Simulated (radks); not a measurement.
Values are calculated unless marked as measured or tabulated.
The oxygen anion O-, [He] 2s2 2p5, held by a Watson sphere: a shell of charge +1 at radius R that stands for the Madelung well of a crystal (potential energy -1/R inside, -1/r outside, in hartree with lengths in bohr). Code: a radial shooting solver on a logarithmic mesh with Libxc functionals. Model: scalar-relativistic Kohn-Sham, LDA (Slater exchange, Perdew-Wang correlation), spin-polarised, spherical densities, finite nucleus; open shells are filled with parallel spins first; Fermi nuclear charge, rms radius of each element as measured or else 0.836 A^(1/3) + 0.57 fm. Response by self-consistent Sternheimer equations with the Hartree and adiabatic LDA kernel, the relativistic mass of each level held fixed and spin-orbit coupling left out. The sphere does not respond.

| R (bohr) | e(2s down) (eV) | e(2p up) (eV) | e(2p down) (eV) | <r> 2p (bohr) | sum of <r^2> (bohr^2) | X-ray form factor at sin(theta)/lambda = 0.1 1/angstrom | alpha (bohr^3) |
|---|---|---|---|---|---|---|---|
| 2.76 | -19.843 | -7.026 | -5.811 | 1.510 | 18.31 | 7.845 | 15.26 |
| 2.78 | -19.803 | -6.988 | -5.774 | 1.512 | 18.35 | 7.843 | 15.41 |
| 3.07 | -19.254 | -6.468 | -5.255 | 1.538 | 18.90 | 7.821 | 17.61 |
| 3.93 | -17.973 | -5.227 | -4.007 | 1.600 | 20.23 | 7.774 | 24.87 |
| 3.94 | -17.961 | -5.215 | -3.995 | 1.601 | 20.24 | 7.773 | 24.96 |
